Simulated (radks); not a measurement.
The numbers below are computed, except where a source is named.
The bromine anion Br-, [Kr], held by a Watson sphere: a shell of charge +1 at radius R that stands for the Madelung well of a crystal (potential energy -1/R inside, -1/r outside, in hartree with lengths in bohr). Code: a radial shooting solver on a logarithmic mesh with Libxc functionals. Model: scalar-relativistic Kohn-Sham, LDA (Slater exchange, Perdew-Wang correlation), spin-polarised, spherical densities, point nucleus. Response by self-consistent Sternheimer equations with the Hartree and adiabatic LDA kernel, the relativistic mass of each level held fixed and spin-orbit coupling left out. The sphere does not respond.

R (bohr)  e(3d) (eV)  e(4s) (eV)  e(4p) (eV)  <r> 4p (bohr)  sum of <r^2> (bohr^2)  X-ray form factor at sin(theta)/lambda = 0.2 1/angstrom  alpha (bohr^3)
2.74         -65.337     -19.637      -7.806          2.183                  48.10                                                   27.808           28.63
3.82         -64.263     -18.177      -6.426          2.262                  51.23                                                   27.742           38.06
4.28         -63.819     -17.669      -5.916          2.282                  52.09                                                   27.736           41.79
4.91         -63.262     -17.066      -5.305          2.300                  52.96                                                   27.734           46.32
5.09         -63.115     -16.911      -5.148          2.304                  53.15                                                   27.733           47.47
